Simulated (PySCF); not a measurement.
Reading a saddle point

A first-order saddle point of GeH5SeF, closed shell, PBE0-D4/def2-TZVP, with one imaginary mode of 508i cm⁻¹:

```xyz
8
angstrom
Ge -0.4264 0.0559 -0.8549
F 0.3820 -1.5305 0.1407
H 0.3613 1.3323 -1.1713
H -1.9167 0.2095 -0.5494
H -0.2456 -0.9041 -2.0488
H 0.3979 -0.9310 1.0803
Se 0.0438 0.6392 1.8312
H 1.4038 1.1284 1.5722
```

Program: PySCF 2.14 with density fitting (its default auxiliary sets; JK sets also for MP2 and CCSD(T)). Basis: def2-TZVPP and def2-QZVPP. Cores are frozen in the correlated methods. Filled d shells of the heavier atoms are correlated. The def2 sets are not built for correlating such inner shells, so the correlated values are less sure here. Extrapolation: Hartree–Fock as exp(−7.88 √X), correlation as X^−2.97.

(1) Which contacts change along the imaginary mode, and what lies on either side? (Judge from chemistry; the calculation decides.)

(2) Which side is lower, and how far does the saddle lie above each? (To be estimated.)

T1 diagnostic: at most 0.012.

## Answers

(1) By the calculation: The step is GeH₃F ([F][GeH3]) + H₂Se → GeH₄Se ([GeH3][SeH]) + HF, with the molecules in contact on both sides. Shortening one way: Ge1–Se7, F2–H6; lengthening the same way: Ge1–F2, H6–Se7.
```csv
pair,one side (Å),saddle (Å),other side (Å)
Ge1–Se7,3.99,2.79,2.38
F2–H6,2.34,1.11,0.94
Ge1–F2,1.75,2.04,3.74
H6–Se7,1.47,1.78,2.33
```

(2) Computed: The side with Ge1–Se7, F2–H6 short is lower by 0.214 eV; the saddle lies 1.600 eV above it and 1.386 eV above the other (CCSD(T) at an estimated basis limit (MP2 extrapolated from triple and quadruple zeta, plus CCSD(T) − MP2 in triple zeta); electronic energies).

Exchanges of this kind with a chalcogen hydride build sulfide and selenide films.

Labels in which every atom is bracketed show which atoms are joined, not bond orders.

For scale, one of the runs: CCSD(T)/def2-TZVPP, 197 basis functions, launched by `OMP_NUM_THREADS=4 python run.py`. Time: 15 min of wall clock on 4 CPU threads of an Arm Neoverse V1; the host was shared. Peak host memory: 3.4 GiB.
